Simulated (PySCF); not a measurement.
# Working with the constants of ZnC

ROHF-SCS-MP2 constants of ZnC, ³Σ⁻ (triplet), unpaired electrons π ↑↑ (basis Zn x2c-SVPall, C x2c-SVPall; spin-free X2C with a Gaussian nucleus; PySCF 2.14; masses 63.9291 and 12.0000 u):

```
ωe           : 431.0 cm⁻¹
ωexe         : 9.47 cm⁻¹
Be           : 0.42107 cm⁻¹
αe           : 0.00867 cm⁻¹
De to Zn + C : 0.63 eV
```

Q: What force constant and bond length do these constants imply?

A: Reduced mass μred = 10.103 u; k = 5.8918×10⁻⁷·μred·ωe² (u, cm⁻¹, mdyn/Å) = 1.11 mdyn/Å; Re = √(16.8576/(μred·Be)) (u, cm⁻¹, Å) = 1.991 Å.

Q: Estimate the centrifugal constant D from the Kratzer relation and find the Dunham coefficient a1.

A: D = 4Be³/ωe² = 1.61e-06 cm⁻¹; a1 = −1 − αeωe/(6Be²) = -4.51.

Correlated steps freeze 6 core orbitals. Correlated levels converge slowly with the basis: in double zeta they bind strong bonds too weakly, by up to about 1 eV, and carry superposition errors of some tenths. The state is the lowest determinant that a PBE0 search found; another state may lie lower at other levels.
